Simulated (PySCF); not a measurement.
PySCF 2.14 output of a UHF calculation on a single atom or ion in dyall-av2z (16s12p7d2f, 101 functions), with the non-relativistic Hamiltonian (point nucleus):

```
SCF conv_tol = 1e-09
number electrons alpha = 16  beta = 14
cycle= 1 E= -1777.72396681864  delta_E= -0.00155  |g|= 0.012  |ddm|= 0.0491
cycle= 2 E= -1777.72421376864  delta_E= -0.000247  |g|= 0.00537  |ddm|= 0.0197
cycle= 3 E= -1777.72427422767  delta_E= -6.05e-05  |g|= 0.00129  |ddm|= 0.0147
cycle= 4 E= -1777.72427643365  delta_E= -2.21e-06  |g|= 0.001  |ddm|= 0.00237
cycle= 5 E= -1777.72427700741  delta_E= -5.74e-07  |g|= 0.000117  |ddm|= 0.00156
cycle= 6 E= -1777.72427702122  delta_E= -1.38e-08  |g|= 2.19e-05  |ddm|= 0.000246
cycle= 7 E= -1777.72427702196  delta_E= -7.44e-10  |g|= 8.16e-06  |ddm|= 6.84e-05
converged SCF energy = -1777.72427702196  <S^2> = 2.0021287  2S+1 = 3.0014188
```

The run itself started from symmetry-adapted Hartree-Fock orbitals and held the occupation by maximum overlap, so the iterations belong to that start.

**Question.** Which element, charge and spin multiplicity is this?

**Answer.** Zn (zinc, neutral), multiplicity 3; the state was [Ar] 3d10 4s1 4p1, high-spin 3P determinant (an excited configuration).
